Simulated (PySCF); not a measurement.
PySCF input:

```python
from pyscf import gto, scf, dft

mol = gto.M(
    atom='''
    Ge   -0.00000000   -0.00000000   -0.67615959
    S     0.00000000    0.00000000    1.35231918
    ''',
    basis='def2-tzvpd',
    charge=0,
    spin=0,
    verbose=4,
)

mf = dft.RKS(mol, xc='bp86').density_fit(auxbasis='def2-universal-jkfit')
mf.grids.level = 3
mf.conv_tol = 1e-9
mf.max_cycle = 100
mf.max_memory = 1500
mf.kernel()
if not mf.converged:
    mf = mf.newton()
    mf.kernel(mf.make_rdm1())
mf.analyze()
```

**Question.** What final total energy does it print?

**Answer.** -2475.55326 Eh (BP86/def2-TZVPD).
